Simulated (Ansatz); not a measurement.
This geometry of a periodic cell of 17 atoms, Be$_{16}$C (host Be, host structure hcp, interstitial C) is a first-order saddle point.

Theory: Ansatz, DFT LDA, scalar-relativistic, plane waves, PAW. Settings: cutoff 420 eV, k mesh 5x6x4, gaussian smearing 0.1 eV, no spin polarisation.

```xyz
17
Lattice="-2.2900 -3.9664 0.0000 3.4350 -1.9832 0.0000 0.0000 0.0000 7.1769" Properties=species:S:1:pos:R:3
Be 0.044 -3.684 -0.180
Be -0.197 -2.702 1.816
Be 0.008 -3.958 3.549
Be -0.048 -2.466 5.335
Be -1.107 -2.006 -0.013
Be 2.269 -2.719 1.792
Be -1.169 -1.967 3.577
Be 2.282 -2.587 5.540
Be 0.903 -2.119 0.167
Be 1.159 -0.793 1.852
Be 1.145 -2.001 3.631
Be 1.286 -0.637 5.375
Be 0.297 -0.145 0.019
Be 1.069 -4.636 1.631
Be 0.010 -0.011 3.600
Be 1.215 -4.569 5.354
C 2.291 -1.319 0.007
```

(1) Which two structures does it join? (They come from a converged band through this point; their orientation in space is the band's.)

(2) How far does it lie above each of them?

Answers

(1) The atom that moves furthest is C17, by 1.80 Å; four of its nearest neighbours are Be10 1.65, Be13 1.65, Be9 1.68, Be1 1.68 Å at the first end and Be13 1.65, Be12 1.65, Be8 1.68, Be1 1.68 Å at the last.

First end point:

```xyz
17
Lattice="-2.2900 -3.9664 0.0000 3.4350 -1.9832 0.0000 0.0000 0.0000 7.1769" Properties=species:S:1:pos:R:3
Be 0.084 -3.907 -0.057
Be -0.109 -2.577 1.853
Be -0.004 -3.923 3.638
Be 0.010 -2.645 5.338
Be -1.035 -2.042 -0.059
Be 2.207 -2.694 1.851
Be -1.154 -1.973 3.633
Be 2.295 -2.678 5.333
Be 1.140 -2.079 -0.057
Be 1.183 -0.678 1.941
Be 1.110 -1.994 3.638
Be 1.150 -0.659 5.336
Be -0.038 0.027 -0.146
Be 1.151 -4.524 1.851
Be -0.004 0.007 3.635
Be 1.181 -4.607 5.333
C 2.290 -1.317 0.897
```

Last end point:

```xyz
17
Lattice="-2.2900 -3.9664 0.0000 3.4350 -1.9832 0.0000 0.0000 0.0000 7.1769" Properties=species:S:1:pos:R:3
Be 0.081 -3.913 0.053
Be 0.009 -2.653 1.837
Be -0.004 -3.931 3.538
Be -0.110 -2.579 5.322
Be -1.035 -2.047 0.057
Be 2.294 -2.686 1.842
Be -1.154 -1.982 3.542
Be 2.208 -2.699 5.325
Be 1.138 -2.084 0.053
Be 1.149 -0.668 1.840
Be 1.110 -2.002 3.539
Be 1.189 -0.683 5.237
Be -0.040 0.022 0.148
Be 1.180 -4.616 1.843
Be -0.004 -0.002 3.542
Be 1.153 -4.525 5.326
C 2.293 -1.325 -0.899
```

(2) 1.71 eV above the first and 1.71 eV above the second. This is the barrier of this one path; another mechanism may lie lower. Limits of this set-up: coarse k mesh, a small cell, in which the defect meets its images, a typed lattice constant that wasn't relaxed here.

Run time: 26 min on 2 threads of Intel(R) Xeon(R) Platinum 8375C CPU @ 2.90GHz (Ice Lake), with other jobs on the host, peak memory 1.6 GiB.
